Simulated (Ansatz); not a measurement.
Calculated with Ansatz (gas phase, PBE0-D4/def2-TZVP geometries, no zero-point term in ΔE). CBS: MP2 limit from def2 TZ/QZ plus the TZ coupled-cluster correction, frozen cores. This one scheme is used for every species, atoms too. DFT in def2-TZVPP. B3LYP here is the variant with VWN-RPA as its local correlation; programs differ in this. Open shells (•) are unrestricted, without spin–orbit coupling. Spin–orbit coupling would lower the free atoms: a little for C, O, Si. One conformer a species, not always the lowest.

Consider the atomization: `O=C[SiH]([SiH3])[SiH3]` → C• + 8 H• + O• + 3 Si•.

`O=C[SiH]([SiH3])[SiH3]`:

Z-matrix (Å, degrees):
```
Si
C 1 1.931
Si 1 2.338 2 108.6
Si 1 2.343 2 106.9 3 -120.7
H 1 1.492 2 108.1 3 122.3
O 2 1.204 1 122.2 3 28.0
H 2 1.116 1 118.3 3 -153.3
H 3 1.488 1 109.1 2 174.7
H 3 1.486 1 110.4 2 54.9
H 3 1.485 1 109.6 2 -66.1
H 4 1.486 1 109.3 2 62.9
H 4 1.488 1 110.5 2 -57.2
H 4 1.487 1 109.8 2 -177.4
```

| level | ΔE (kJ/mol) | difference from CCSD(T)/CBS |
| --- | --- | --- |
| PBE-D4 | 4227.8 | 22.7 |
| r2SCAN-D4 | 4211.1 | 6.0 |
| PBE0-D4 | 4172.3 | -32.8 |
| B3LYP-D4 | 4203.0 | -2.1 |
| B2PLYP | 4140.0 | -65.1 |
| PBE | 4196.0 | -9.1 |
| B3LYP | 4151.6 | -53.5 |
| HF/def2-TZVPP | 3083.5 | -1121.6 |
| MP2/def2-TZVPP | 4096.5 | -108.6 |
| SCS-MP2/def2-TZVPP | 4122.7 | -82.4 |
| CCSD(T)/def2-TZVPP | 4092.0 | -113.1 |
| HF/def2-QZVPP | 3090.4 | -1114.7 |
| MP2/def2-QZVPP | 4163.7 | -41.4 |
| SCS-MP2/def2-QZVPP | 4199.2 | -5.9 |
| MP2/CBS(def2) | 4209.5 | 4.4 |
| CCSD/CBS(def2) | 4148.2 | -56.9 |
| CCSD(T)/CBS | 4205.1 | 0 |

Largest T1 diagnostic among the species: 0.016.

From PBE to PBE0 (25 % exact exchange), in def2-TZVPP and without D4, ΔE moves by −51.2 kJ/mol: exact exchange takes away binding that semilocal exchange gives to molecules. The D4 term adds +51.4 kJ/mol with B3LYP and +27.6 kJ/mol with PBE0; it sums over pairs of atoms, weighted by their polarisabilities, and B3LYP, whose exchange is more repulsive, gets the larger term. In def2-TZVPP, CCSD(T) changes the Hartree–Fock value by +1008.5 kJ/mol (the triples alone add +56.8 kJ/mol) and MP2 by +1013.0 kJ/mol; breaking electron pairs costs correlation energy, which Hartree–Fock lacks.

For atomizations the MP2-based limit and the directly extrapolated one differ by several kJ/mol either way, and by 10 to 25 for some Ge, Se and Sn compounds, so smaller differences from it don't rank the levels.
